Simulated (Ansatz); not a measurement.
`O[SiH2]O[SiH](Cl)Cl`, charge 0, multiplicity 1.

Q: Give a relaxed structure at PBE0-D4/def2-TZVP (Ansatz 0.2.0). (Estimate.)

A: Computed: 
Z-matrix (Å, degrees):
```
Si
O 1 1.649
O 1 1.633 2 111.4
H 1 1.483 2 107.3 3 -122.2
H 1 1.474 2 107.3 3 116.1
Si 2 1.607 1 143.4 3 64.9
H 3 0.959 1 118.3 2 -67.7
Cl 6 2.050 2 109.4 1 -27.3
Cl 6 2.035 2 110.4 1 91.7
H 6 1.468 2 110.8 1 -147.4
```
This is one stationary point; other conformers may exist.
